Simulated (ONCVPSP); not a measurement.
## oxygen (O) ONCV: all-electron and pseudo phase curves

```
Element                 : oxygen (O)
Generator               : ONCVPSP 4.0.1
Type                    : optimised norm-conserving Vanderbilt (ONCV)
Functional              : PBE
Relativity              : scalar-relativistic
Frozen core             : [He]
Valence charge          : 6
Reference configuration : 2s2 2p3.75 (charge +0.25)
Partial waves           : 2s: rc 0.95 bohr, ncon 3, nbas 7, qcut 5.5 1/bohr, 1 projector; 2p: rc 1.80 bohr, ncon 5, nbas 8, qcut 6 1/bohr, 2 projectors, debl 2 Ha
Local potential         : polynomial inside 0.70 bohr (lpopt 3, dvloc0 0 Ha)
Core correction         : none
```

The phase is arctan(r·R′/R) of the radial function R(r), unwrapped; energies in Ha, scanned from -3 to 5 Ha. A pole is an energy at which the radial function vanishes at the test radius. The pseudo phase is shifted by a multiple of π to meet the all-electron one at the reference energy, and phase errors are pseudo minus all-electron; the curves can meet again beyond the range given. Levels narrower than the energy grid can be missing from the lists of poles.

| channel | radius (bohr) | reference energy (Ha) | poles, all-electron | poles, pseudo | unbroken range about the reference energy with phases within 0.05 rad | phase error 1 Ha above the reference energy (rad) |
| --- | --- | --- | --- | --- | --- | --- |
| s | 0.96 | -1.01 | 4.14 | 3.46 | below 3.9 | -0.003 |
| p | 1.82 | -0.46 | -0.09, 4.58 | -0.09, 4.55 | the whole range | -0.000 |

Phases in the p channel:

```
E (Ha)  all-electron  pseudo
 -2.98         1.261   1.261
 -2.76         1.243   1.242
 -2.54         1.220   1.220
 -2.32         1.193   1.192
 -2.10         1.158   1.158
 -1.88         1.112   1.112
 -1.66         1.048   1.048
 -1.44         0.952   0.952
 -1.22         0.788   0.788
 -1.00         0.462   0.461
 -0.78        -0.216  -0.217
 -0.56        -0.959  -0.959
 -0.34        -1.346  -1.346
 -0.12        -1.547  -1.547
  0.10        -1.681  -1.681
  0.32        -1.792  -1.793
  0.54        -1.906  -1.906
  0.76        -2.042  -2.043
  0.98        -2.233  -2.233
  1.20        -2.530  -2.530
  1.42        -2.983  -2.983
  1.64        -3.501  -3.501
  1.86        -3.891  -3.891
  2.08        -4.131  -4.132
  2.30        -4.281  -4.282
  2.52        -4.382  -4.382
  2.74        -4.453  -4.454
  2.96        -4.508  -4.508
  3.18        -4.550  -4.551
  3.40        -4.585  -4.587
  3.62        -4.615  -4.616
  3.84        -4.641  -4.643
  4.06        -4.664  -4.666
  4.28        -4.686  -4.688
  4.50        -4.706  -4.708
  4.72        -4.725  -4.728
  4.94        -4.744  -4.748
```
